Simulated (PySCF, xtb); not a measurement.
H₃O₃Zr, SMILES [OH][Zr+]([OH])[OH], charge +1, multiplicity 1. Other conformers were not sampled.

Harmonic wavenumbers (cm⁻¹) from GFN2-xTB in xtb 6.7.1 at its own minimum, in rising order: 76, 109, 111, 113, 289, 292, 378, 378, 406, 603, 674, 674, 3524, 3525, 3539.

**Question.** What does PBE-D3(BJ)/def2-SVP in PySCF give at its own minimum? (The exact figures need the calculation; the answer reports its results.)

**Answer.** 131, 185, 185, 276, 389, 389, 499, 499, 556, 780, 780, 780, 3763, 3763, 3776. Paired by order, the mean absolute difference is 137 cm⁻¹ and the zero-point energies are 21.0 and 23.9 kcal/mol.
